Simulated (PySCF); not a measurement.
# How methods differ on the ionisation energy of Co¹²⁺

Co¹²⁺ [Ne] 3s2 3p3 (4S) → Co¹³⁺ [Ne] 3s2 3p2 (3P), as a difference of total energies. Calculation: PySCF 2.14, in an uncontracted even-tempered set (19 s from 0.81 bohr⁻², ratio 2.5; 12 p from 1.1 bohr⁻², ratio 2.5; 5 d from 5.6 bohr⁻², ratio 2.7; 4 f from 8.5 bohr⁻², ratio 2.7); scalar relativity by spin-free X2C-1e. Correlated levels: outer shells: 1s2 frozen; virtual orbitals above 40 to 60 times the deepest correlated orbital energy dropped. The calculations carry no spin-orbit coupling.

```
                method  ionisation energy (eV)
                   UHF                  375.71
                   LDA                  376.52
                   PBE                  376.49
                  PBE0                  376.61
                r2SCAN                  377.00
             BHandHLYP                  376.54
                  BP86                  376.55
    MP2 (outer shells)                  376.30
SCS-MP2 (outer shells)                  376.07
```

How much does correlation contribute at MP2 (outer shells)?

376.30 − (375.71) = 0.59 eV, measured against UHF.

A first-order spin-orbit estimate (lowest level to lowest level, LS coupling) adds -1.756 eV.

For comparison: 378.5 ± 0.7 eV (semi-empirical (NIST evaluation); NIST Atomic Spectra Database, ionization energies).
